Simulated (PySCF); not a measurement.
BH2O2, SMILES O[B]O, multiplicity 2. Geometry: r2SCAN-D4/def2-TZVP. The isomer is the one that the SMILES or the coordinates give; other isomers of the formula were not compared. One conformer was computed; it need not be the lowest.

Computed equilibrium geometry at r2SCAN-D4/def2-TZVP (PySCF confirms it by a frequency run) as a Z-matrix, and its point group (one conformer of several):
point group C2v.
```
B
O 1 1.3508
H 2 0.9711 1 115.98
O 1 1.3508 2 129.37 3 0.00
H 4 0.9711 1 115.98 2 0.00
```
Charge 0, spin multiplicity 2.
